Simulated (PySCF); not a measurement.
B(GeH3)2(H) (BGe₂H₇), SMILES [BH]([GeH3])[GeH3]. Heavy atoms are numbered as in [BH:1]([GeH3:2])[GeH3:6]. Hydrogens are named by the atom that carries them.

Geometry optimised at B3LYP-D3(BJ)/def2-SVP. The structure was generated by enumeration, and PubChem lists no compound with its InChIKey, so it may never have been made.

All values below come from PBE/pcSseg-1 (PySCF).

GIAO shieldings, no solvent; atoms alike by connectivity are averaged. δ = σ(ref) − σ: ¹¹B against BF3 (σ = 83.9 ppm); ⁷³Ge against GeH4 (σ = 1614.4 ppm); ¹H against TMS (σ = 31.49 ppm), references at their B3LYP-D3(BJ)/def2-TZVP geometries, non-relativistic.

```tsv
atoms	nucleus	count	δ (ppm)
B1 (BH)	¹¹B	1	[?]
Ge2 (GeH3)	⁷³Ge	2	[?]
H on B1	¹H	1	14.37
H on Ge2	¹H	6	4.46
```

Fill in the missing entries. (The exact figures need the calculation; the answer reports its results.)


- B1 (BH), δ (ppm): 146.8
- Ge2 (GeH3), δ (ppm): 31.6
